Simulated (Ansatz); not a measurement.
A structure relaxed at PBE0-D4/def2-TZVP, charge 0, multiplicity 1:

```xyz
10

O     0.637   -1.951   -0.978
C     0.535   -0.940   -0.350
O     1.220    0.204   -0.722
C    -0.330   -0.593    0.796
Ga   -0.863    1.247    0.185
H     1.735    0.002   -1.515
H    -1.076   -1.363    0.969
H     0.280   -0.450    1.690
H    -0.393    2.479    1.027
H    -1.745    1.364   -1.103
```

(1) Give its formula and SMILES.

(2) Summarise the bond lengths by kind.

Results:

(1) C2H5GaO2, `O=C(O)[CH2][GaH2]`.

(2) 2 × C–O 1.195 to 1.385 Å; 1 × C–C 1.477 Å; 1 × H–O 0.967 Å; 1 × C–Ga 2.010 Å; 2 × C–H 1.086 to 1.092 Å; 2 × Ga–H 1.565 to 1.566 Å.

Computed with Ansatz.
